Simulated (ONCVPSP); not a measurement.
**An all-electron radial function and its pseudo partner (Li)**

Columns: radius, all-electron u(r) and pseudo u(r) of the 2p shell (level -1.35 eV) of lithium in the configuration 1s2 2s0.5 2p0.5; PBE, scalar-relativistic, ONCV scheme, ONCVPSP 4.0.1.

```json
{"r (bohr)": "0.200", "all-electron": "0.0148", "pseudo": "0.0062"}
{"r (bohr)": "0.400", "all-electron": "0.0465", "pseudo": "0.0243"}
{"r (bohr)": "0.600", "all-electron": "0.0845", "pseudo": "0.0523"}
{"r (bohr)": "0.800", "all-electron": "0.1242", "pseudo": "0.0880"}
{"r (bohr)": "1.000", "all-electron": "0.1632", "pseudo": "0.1290"}
{"r (bohr)": "1.200", "all-electron": "0.2003", "pseudo": "0.1729"}
{"r (bohr)": "1.400", "all-electron": "0.2349", "pseudo": "0.2176"}
{"r (bohr)": "1.600", "all-electron": "0.2664", "pseudo": "0.2606"}
{"r (bohr)": "1.800", "all-electron": "0.2947", "pseudo": "0.2996"}
{"r (bohr)": "2.000", "all-electron": "0.3207", "pseudo": "0.3327"}
{"r (bohr)": "2.200", "all-electron": "0.3450", "pseudo": "0.3592"}
{"r (bohr)": "2.400", "all-electron": "0.3666", "pseudo": "0.3793"}
{"r (bohr)": "2.600", "all-electron": "0.3853", "pseudo": "0.3945"}
{"r (bohr)": "2.800", "all-electron": "0.4009", "pseudo": "0.4064"}
{"r (bohr)": "3.000", "all-electron": "0.4134", "pseudo": "0.4160"}
{"r (bohr)": "3.200", "all-electron": "0.4230", "pseudo": "0.4239"}
{"r (bohr)": "3.400", "all-electron": "0.4298", "pseudo": "0.4300"}
{"r (bohr)": "3.600", "all-electron": "0.4339", "pseudo": "0.4339"}
{"r (bohr)": "3.800", "all-electron": "0.4355", "pseudo": "0.4355"}
{"r (bohr)": "4.000", "all-electron": "0.4348", "pseudo": "0.4348"}
{"r (bohr)": "4.200", "all-electron": "0.4321", "pseudo": "0.4321"}
{"r (bohr)": "4.400", "all-electron": "0.4276", "pseudo": "0.4276"}
{"r (bohr)": "4.600", "all-electron": "0.4214", "pseudo": "0.4214"}
{"r (bohr)": "4.800", "all-electron": "0.4139", "pseudo": "0.4139"}
{"r (bohr)": "5.000", "all-electron": "0.4053", "pseudo": "0.4053"}
{"r (bohr)": "5.200", "all-electron": "0.3956", "pseudo": "0.3956"}
```

Problem. How many radial nodes do the two functions have?

Solution. The all-electron 2p function has n − l − 1 = 0; the pseudo-wave has 0.

Problem. At about which radius was the pseudo-wave matched?

Solution. 4.00 bohr. The columns agree to 0.0005 from 3.40 bohr on; several derivatives are matched, so the curves merge somewhat inside the radius.

Problem. Where does each function peak?

Solution. Outermost all-electron maximum near 3.80 bohr, pseudo maximum near 3.80 bohr (to the table’s step).

Problem. Is the pseudo-wave norm-conserving?

Solution. Yes: the ONCV scheme keeps the norm inside the radius equal to the all-electron one, which fixes the energy derivative of the logarithmic derivative at the level.
